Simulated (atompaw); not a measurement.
Mo: one change to a PAW (atompaw) potential, before and after

* Element: Mo (Z = 42)
* Generator: atompaw 4.2.0.5
* Type: PAW
* Functional: PBE
* Relativity: scalar-relativistic
* Frozen core: [Ar] 3d10 4s2
* Valence charge: 12
* Reference configuration: 4p6 4d4 5s2 5p0
* Partial waves: 5s (bound): rc 2.85 bohr; 5s channel at 1.7 Ry: rc 2.85 bohr; 4p (bound): rc 1.85 bohr; 5p (bound, empty): rc 2.85 bohr; 4d (bound): rc 2.85 bohr; 4d channel at 0.65 Ry: rc 2.85 bohr
* Local potential: troulliermartins scheme with l = 3 at 0 Ry, radius 2.85 bohr
* Core correction: smooth core density matched at 2.70 bohr
* Augmentation charge: sinc compensation charge, radius 2.75 bohr; PAW radius 2.85 bohr; waves and projectors: modrrkj vanderbiltortho

All-electron outer shells of the reference configuration (PBE, scalar-relativistic, ld1.x):

```csv
shell,level (eV),outermost node (bohr),outermost maximum (bohr)
3d,-223.96,–,0.32
4s,-67.10,0.51,0.99
4p,-41.09,0.52,1.06
4d,-5.65,0.53,1.35
5s,-4.88,1.33,2.86
5p,-1.43,1.52,3.81
```

Change: all radii scaled by about 0.76 (s 2.16, p 1.40, d 2.16 bohr); local potential troulliermartins scheme with l = 3 at 0 Ry, radius 2.16 bohr; augmentation sinc compensation charge, radius 2.10 bohr; PAW radius 2.16 bohr; waves and projectors: modrrkj vanderbiltortho; core correction smooth core density matched at 2.06 bohr.

Cutoffs: the cutoffs (Ry, on a coarse ladder) from which the occupation-weighted sum of valence levels, in a spherical-Bessel basis at the reference potential, stays within 10 and 1 mRy of its value at 400 Ry; they do not see the model core or the augmentation charge, which bear on the density cutoff.

Q: What does the change do?

A: The potential gets harder (21 Ry and 40 Ry → 30 Ry and 50 Ry); both files keep a bound ghost (s). A smaller radius makes the pseudo-wave follow the all-electron one further in, where it bends more sharply, so more plane waves are needed.

| quantity | base | changed |
| --- | --- | --- |
| cutoff, loose | 21 Ry | 30 Ry |
| cutoff, tight | 40 Ry | 50 Ry |
| loose cutoff by channel (10 mRy a level) | s 6 Ry, p 18 Ry, d 8 Ry | s 6 Ry, p 25 Ry, d 15 Ry |
| bound ghosts | s | s |
| lowest overlap eigenvalue by channel | s 0.02, p 1.00, d 1.00 | s 0.04, p 0.61, d 0.03 |

 A true bound ghost makes a file unfit for plane-wave use even where its test errors are small: the radial tests pick states by their node count and pass the ghost by. The cutoffs see the waves, projectors and local potential, not the compensation charge or the core.
